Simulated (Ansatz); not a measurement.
Input file for Ansatz (a first-principles code): R-PBE0/def2-TZVPP on C11H24GaNO (SMILES [CH3][Ga]([CH3])[O]N1C(C)(C)CCCC1(C)C).

Ansatz 0.2 input:
```yaml
crystal:
  periodic: [false, false, false]
  atoms:
    - {symbol: Ga, position_ang: [2.26931031, 1.41164865, -0.11194350]}
    - {symbol: C, position_ang: [4.16637940, 0.88461940, -0.24549134]}
    - {symbol: H, position_ang: [4.84006314, 1.74921511, -0.33550937]}
    - {symbol: H, position_ang: [4.45106238, 0.30686301, 0.64874843]}
    - {symbol: H, position_ang: [4.30799980, 0.22855777, -1.11902462]}
    - {symbol: C, position_ang: [1.36677107, 3.15628648, 0.00002010]}
    - {symbol: H, position_ang: [1.58795499, 3.77079127, -0.88741906]}
    - {symbol: H, position_ang: [0.28445751, 2.98021415, 0.06504820]}
    - {symbol: H, position_ang: [1.70302409, 3.71693349, 0.88698509]}
    - {symbol: O, position_ang: [1.22458121, -0.08670826, -0.09132961]}
    - {symbol: C, position_ang: [-2.04357170, 0.06585841, 1.67601427]}
    - {symbol: C, position_ang: [-0.62823237, -0.41753218, 1.30877168]}
    - {symbol: C, position_ang: [0.30130244, 0.09241565, 2.42322881]}
    - {symbol: C, position_ang: [-0.55778406, -1.95857826, 1.23836696]}
    - {symbol: C, position_ang: [-1.27089518, -2.52525592, 0.00834209]}
    - {symbol: C, position_ang: [-0.73283030, -1.88172231, -1.27188394]}
    - {symbol: C, position_ang: [-0.80592516, -0.33954848, -1.23795226]}
    - {symbol: C, position_ang: [-0.03785914, 0.24131224, -2.43739956]}
    - {symbol: C, position_ang: [-2.25650482, 0.15915289, -1.37508130]}
    - {symbol: N, position_ang: [-0.18367533, 0.19929715, 0.01585256]}
    - {symbol: H, position_ang: [-2.22206031, -0.12351553, 2.74504285]}
    - {symbol: H, position_ang: [-2.13601224, 1.14675556, 1.49748332]}
    - {symbol: H, position_ang: [-2.84168941, -0.44328739, 1.12689031]}
    - {symbol: H, position_ang: [-0.07050673, -0.25220307, 3.39989492]}
    - {symbol: H, position_ang: [1.32624498, -0.27750005, 2.30168104]}
    - {symbol: H, position_ang: [0.31441107, 1.19474544, 2.43709327]}
    - {symbol: H, position_ang: [0.50467551, -2.24601276, 1.19659016]}
    - {symbol: H, position_ang: [-0.97393067, -2.38765256, 2.16531036]}
    - {symbol: H, position_ang: [-2.35994939, -2.36758871, 0.08907946]}
    - {symbol: H, position_ang: [-1.12893943, -3.61759997, -0.03497971]}
    - {symbol: H, position_ang: [0.32394193, -2.16659346, -1.39540844]}
    - {symbol: H, position_ang: [-1.27528939, -2.25539940, -2.15653184]}
    - {symbol: H, position_ang: [0.99262288, -0.13044980, -2.48138419]}
    - {symbol: H, position_ang: [-0.54276701, -0.04525952, -3.37219394]}
    - {symbol: H, position_ang: [-0.02241039, 1.34246356, -2.38592932]}
    - {symbol: H, position_ang: [-2.97280009, -0.38586704, -0.75248994]}
    - {symbol: H, position_ang: [-2.31875822, 1.22679399, -1.12007760]}
    - {symbol: H, position_ang: [-2.58241137, 0.03435045, -2.41851435]}
basis:
  gaussian:
    orbitals: def2-TZVPP
hamiltonian:
  xc: {name: PBE0}
scf: {lower_state_search: off}
```

Program output:

```
WARN ansatz: RAYON_NUM_THREADS=8 ignored (pool sized by the plan → 8); use --threads N
Functional definition: PBE0
these checks for a lower state are left out or cut short: stability, starts, cluster_reference, orbital_swaps, neighbouring_geometries, increment
integrals: 3.35 GiB planned
4115 factors; their error is unknown
mean field: 9.64 GiB planned
mean field evaluation 1: about -67662.5849 eV, gradient 1.2e2 eV
mean field evaluation 2: about -67640.0129 eV, gradient 1.5e2 eV
mean field evaluation 4: about -67694.0133 eV, gradient 9.5e0 eV
mean field evaluation 8: about -67694.1926 eV, gradient 4.7e-1 eV
mean field evaluation 16: about -67694.3274 eV, gradient 6.6e-4 eV
mean field -67694.32744646 eV, -2487.7206487943 hartree, gradient 3.3e-6 eV, S^2 0.000000; 0 other end points of the search recorded, 0 dependent functions left out
reference -67694.32750244 eV, -2487.7206508515 hartree; 68, 68 occupied and 719, 719 virtual orbitals, 4115 factors
Total energy: -67694.32750244 eV, -2487.7206508515 hartree
Checks for a lower state left out: stability, starts, cluster_reference, orbital_swaps, neighbouring_geometries, increment
```

The calculation finished and met its thresholds.

Cost: about 2.3 core-minutes (a rough figure).
